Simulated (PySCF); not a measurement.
C6H4N2OSe, SMILES o1c(-c2ccc[se]2)nnc1.

Geometry: PBE-D3(BJ)/def2-SVP. This is a generated structure with no PubChem entry under its InChIKey; it may be hypothetical. Other conformers were not sampled.

Method: PBE-D3(BJ)/def2-SVP in PySCF 2.14.0.

Frequencies are harmonic and unscaled.

```tsv
mode	ν (cm⁻¹)	IR (km/mol)	moving atoms (share of kinetic energy)
1	58	5.5	N 34 %, O 32 %, C 20 %, Se 10 %
2	108	0.7	C 40 %, Se 28 %, O 14 %, N 11 %
3	115	0.5	C 71 %, N 15 %, H 11 %
4	282	1.1	C 55 %, N 17 %, O 13 %, H 10 %
5	312	2.7	N 43 %, C 32 %, Se 15 %
6	350	2.9	C 36 %, Se 30 %, O 20 %, N 9 %
7	453	3.4	C 75 %, H 12 %
8	537	1.3	C 67 %, Se 17 %
9	557	0.0	C 72 %, H 26 %
10	639	3.3	N 45 %, H 23 %, C 21 %, O 11 %
11	650	1.4	C 78 %, H 11 %, Se 10 %
12	675	60.1	H 82 %, C 15 %
13	721	23.8	C 61 %, N 18 %, H 12 %, O 9 %
14	780	5.2	H 61 %, C 33 %
15	789	18.5	C 80 %, H 17 %
16	832	6.1	H 71 %, C 28 %
17	896	14.7	C 44 %, N 24 %, O 24 %
18	905	0.4	H 71 %, C 29 %
19	951	6.3	N 47 %, O 29 %, C 22 %
20	988	12.2	C 34 %, N 29 %, O 25 %, H 12 %
21	1033	10.4	H 58 %, C 32 %, N 10 %
22	1045	8.1	H 47 %, N 44 %, C 8 %
23	1061	8.8	H 51 %, C 27 %, N 16 %
24	1092	19.7	C 45 %, O 33 %, H 20 %
25	1179	19.9	H 52 %, C 39 %, N 9 %
26	1206	2.5	H 59 %, N 23 %, C 14 %
27	1279	11.4	C 62 %, H 28 %
28	1354	8.3	C 73 %, H 18 %, N 8 %
29	1460	8.5	C 91 %
30	1494	21.1	C 60 %, N 30 %, H 8 %
31	1506	29.4	C 77 %, N 14 %
32	1588	79.5	C 93 %
33	3138	2.9	H 92 %, C 8 %
34	3155	0.9	H 91 %, C 9 %
35	3184	2.1	H 91 %, C 9 %
36	3220	3.5	H 91 %, C 9 %
```
